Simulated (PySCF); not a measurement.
**Do core-level shifts follow atomic charges?**

Species: C6H12NP.
Geometry (PBE0-D3(BJ)/def2-SVP, Å), atoms numbered from 1 in this order:
```
atom  x, y, z in Å
C1     2.745   -0.280   -1.137
C2     1.373   -0.727   -0.731
P3     0.394    0.149    0.281
N4    -1.217   -0.289    0.109
C5    -2.164   -0.199    1.189
C6    -1.785   -0.553   -1.192
C7     0.617    0.938    1.868
C8     0.790    1.776    0.830
H9     2.915    0.780   -0.883
H10    2.902   -0.366   -2.227
H11    3.559   -0.852   -0.653
H12    1.061   -1.762   -0.893
H13   -2.919    0.589    1.009
H14   -1.650    0.034    2.132
H15   -2.699   -1.156    1.323
H16   -2.524    0.221   -1.475
H17   -2.298   -1.532   -1.206
H18   -0.983   -0.572   -1.941
H19    0.730    0.987    2.958
H20    1.100    2.816    0.677
```

Binding energies: PySCF 2.14.0, delta-SCF UKS SCAN, pcX-2 on the ionised atom, pcseg-1 elsewhere, spin-free X2C. Charges: PBE0/pcSseg-1 ground-state density, for the ionised atom.

```json
{"atom": "C2", "environment": "carbon bonded to C, P and H", "C 1s (eV)": "288.28", "Mulliken (e)": "-0.635", "IAO (e)": "-0.729", "Hirshfeld (e)": "-0.226", "ESP (e)": "-0.443"}
{"atom": "C1", "environment": "methyl carbon", "C 1s (eV)": "290.01", "Mulliken (e)": "-0.212", "IAO (e)": "-0.389", "Hirshfeld (e)": "-0.130", "ESP (e)": "-0.115"}
{"atom": "C7", "environment": "alkene CH carbon", "C 1s (eV)": "290.20", "Mulliken (e)": "-0.307", "IAO (e)": "-0.411", "Hirshfeld (e)": "-0.092", "ESP (e)": "-0.215"}
{"atom": "C5", "environment": "N-methyl carbon", "C 1s (eV)": "291.57", "Mulliken (e)": "-0.062", "IAO (e)": "-0.293", "Hirshfeld (e)": "-0.068", "ESP (e)": "-0.377"}
```

Problem. How well does each charge scheme correlate with the binding energies over these sites?

Solution. Mulliken: r = 0.97, slope 5.4 eV per e; IAO: r = 0.96, slope 6.8 eV per e; Hirshfeld: r = 0.96, slope 18.6 eV per e; ESP: r = 0.24, slope 2.1 eV per e. On 4 points no scheme stands out.

Problem. The point-charge model writes a binding energy as kq + V + constant, with V the potential of the other atoms' charges at the site. What does it give with the IAO charges?

Solution. V = Σ 14.40 eV Å × q/r over all other atoms: +7.83 eV at C2, +2.58 eV at C1, +4.84 eV at C7, +3.32 eV at C5. Fitting binding energy − V to q gives k = 18.1 eV per e and leaves an rms residual of 0.59 eV, against 0.33 eV for the fit on q alone. The model has no term for differences in relaxation between sites.

Spin contamination (⟨S²⟩ against 0.75 for a pure doublet) is marked for C 1s of C7 (0.95), which makes this value less certain. The structure is a single PBE0-D3(BJ)/def2-SVP conformer in the gas phase; no vibrational or solvent corrections.
